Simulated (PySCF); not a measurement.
C2H12Si4.
SMILES with atom numbers: `[CH3:1][Si@H:2]1[CH2:3][SiH2:4][SiH2:5][SiH2:6]1`

Geometry (GFN2-xTB, Å), atoms numbered from 1 in this order:
```xyz
18
C2H12Si4 angstrom
C      2.769   -0.277   -0.302
Si     0.946    0.032   -0.756
C     -0.102   -1.451   -0.134
Si    -1.980   -1.127    0.054
Si    -2.128    1.065    0.812
Si    -0.020    1.898    0.256
H      3.132   -1.221   -0.699
H      2.907   -0.300    0.776
H      3.406    0.511   -0.695
H      0.868    0.041   -2.230
H      0.284   -1.749    0.843
H      0.056   -2.312   -0.783
H     -2.538   -2.185    0.909
H     -2.598   -1.324   -1.265
H     -2.453    1.157    2.244
H     -3.238    1.790    0.176
H      0.744    2.389    1.414
H     -0.065    3.068   -0.632
```

Probes without a nucleus sit at each ring's centroid and 1 Å off its mean plane on both sides; NICS is minus the shielding there, NICSzz its component along the normal. Level: GIAO PBE0/pcSseg-1 (PySCF, non-relativistic, gas phase) on the GFN2-xTB geometry, one conformer.

Ring bond lengths (Å), with Mayer bond orders in brackets: Si2–C3 1.919 (0.89), C3–Si4 1.915 (0.91), Si4–Si5 2.325 (0.88), Si5–Si6 2.334 (0.86), Si6–Si2 2.332 (0.89).

Q: What do the NICS probes read (ppm)?

A: 
| ring | type | NICS(0) | NICS(1), two faces | NICS(1)zz, two faces | rms pucker (Å) | centre to ring atoms, mean (Å) |
| --- | --- | --- | --- | --- | --- | --- |
| Si2–C3–Si4–Si5–Si6 | 5-membered ring with 4 Si; formal bonds all single | -2.7 | -2.9 / -3.0 | 0.5 / 1.7 | 0.19 | 1.82 |

Q: What can be read from them?

A: 
- Si2–C3–Si4–Si5–Si6: mean NICS(1)zz 1.1 ppm, near zero. Si2, C3, Si4, Si5, Si6 have four or more neighbours; no verdict on aromaticity is drawn.

Q: List the ring angles and the Hirshfeld charges of the ring atoms.

A: 
- Si2–C3–Si4–Si5–Si6: Si2 104.6° (+0.280 e), C3 115.9° (-0.250 e), Si4 104.7° (+0.238 e), Si5 101.6° (+0.141 e), Si6 101.1° (+0.139 e); sum 527.9° against 540° for a flat convex ring.

Q: What are the shieldings of the ring atoms and their hydrogens in the same run (means over atoms taken as equivalent)?

A: 
```json
{"atoms": "Si2", "environment": "SiH silicon", "σ isotropic (ppm)": "380.1", "principal values of the symmetric part, first atom (ppm)": "322.9, 396.9, 420.4"}
{"atoms": "C3", "environment": "sp3 carbon bound to silicon", "σ isotropic (ppm)": "192.2", "principal values of the symmetric part, first atom (ppm)": "184.6, 190.8, 201.1"}
{"atoms": "Si4", "environment": "SiH2 silicon", "σ isotropic (ppm)": "417.1", "principal values of the symmetric part, first atom (ppm)": "366.4, 411.4, 473.6"}
{"atoms": "Si5", "environment": "SiH2 silicon", "σ isotropic (ppm)": "472.6", "principal values of the symmetric part, first atom (ppm)": "450.9, 463.2, 503.5"}
{"atoms": "Si6", "environment": "SiH2 silicon", "σ isotropic (ppm)": "473.5", "principal values of the symmetric part, first atom (ppm)": "451.9, 467.3, 501.4"}
{"atoms": "H10", "environment": "Si–H hydrogen", "σ isotropic (ppm)": "27.28", "principal values of the symmetric part, first atom (ppm)": "24.1, 25.1, 32.6"}
{"atoms": "H11", "environment": "methylene hydrogen", "σ isotropic (ppm)": "32.14", "principal values of the symmetric part, first atom (ppm)": "26.5, 30.6, 39.3"}
{"atoms": "H12", "environment": "methylene hydrogen", "σ isotropic (ppm)": "31.20", "principal values of the symmetric part, first atom (ppm)": "24.9, 28.8, 39.9"}
{"atoms": "H13", "environment": "Si–H hydrogen", "σ isotropic (ppm)": "27.39", "principal values of the symmetric part, first atom (ppm)": "23.2, 25.1, 33.9"}
{"atoms": "H14", "environment": "Si–H hydrogen", "σ isotropic (ppm)": "27.74", "principal values of the symmetric part, first atom (ppm)": "23.8, 25.5, 33.9"}
{"atoms": "H15", "environment": "Si–H hydrogen", "σ isotropic (ppm)": "28.26", "principal values of the symmetric part, first atom (ppm)": "24.4, 25.3, 35.1"}
{"atoms": "H16", "environment": "Si–H hydrogen", "σ isotropic (ppm)": "28.32", "principal values of the symmetric part, first atom (ppm)": "24.4, 25.4, 35.2"}
{"atoms": "H17", "environment": "Si–H hydrogen", "σ isotropic (ppm)": "28.46", "principal values of the symmetric part, first atom (ppm)": "24.5, 26.0, 34.8"}
{"atoms": "H18", "environment": "Si–H hydrogen", "σ isotropic (ppm)": "28.36", "principal values of the symmetric part, first atom (ppm)": "24.4, 25.5, 35.1"}
```

The list is cut; further classes of hydrogen are left out.

Time: 53 s wall; peak memory 0.86 GiB. Hardware: one thread, Arm Neoverse N1 (aarch64), on a shared host. This is the whole shielding run at PBE0/pcSseg-1, SCF included.
